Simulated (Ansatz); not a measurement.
**Abstraction of H: GeH3Cl + B(CH2)(CH3)F → GeH2Cl + B(CH3)2F**

Species: GeH3Cl `[Cl][GeH3]`, singlet; B(CH2)(CH3)F, doublet; GeH2Cl `[Cl][GeH2]`, doublet; B(CH3)2F, singlet. A radical takes H: the energy is the difference in strength between the Ge–H bond broken and the C–H bond made.

Shapes, held fixed at every level: PBE0-D4/def2-TZVP. Flexible molecules stand in one conformer, not always the lowest. Programs: Ansatz 0.2.0. The zero-point and thermal change to 298 K, harmonic and unscaled (PBE0-D4/def2-TZVP), is +8.8 kJ/mol.

Problem. Estimate ΔH(298 K) of this reaction.

Solution. The highest level, CCSD(T)/def2-TZVPP, gives ΔH(298 K) = -49.2 kJ/mol; the levels span -58.1 to -23.1. The column of differences is taken from that level and isn't an error. No measured value is set beside it here. Open shells run unrestricted. Relativity is left out for Ge. Outer-core shells of Ge are correlated, in sets that cover them unevenly.

| level | kind | ΔH(298 K) (kJ/mol) | less CCSD(T)/def2-TZVPP |
| --- | --- | --- | --- |
| MP2/def2-SVP | perturbation theory | -57.1 | -7.9 |
| MP2/def2-TZVPP | perturbation theory | -57.3 | -8.1 |
| HF/def2-TZVPP | Hartree–Fock | -23.1 | +26.1 |
| BHLYP-D4/def2-TZVPP | global hybrid | -45.7 | +3.5 |
| PBE0-D4/def2-TZVPP | global hybrid | -58.1 | -8.9 |
| wB97X-V/def2-TZVPP | range-separated hybrid | -50.9 | -1.7 |
| CCSD(T)/def2-TZVPP | coupled cluster or CI | -49.2 | 0.0 |
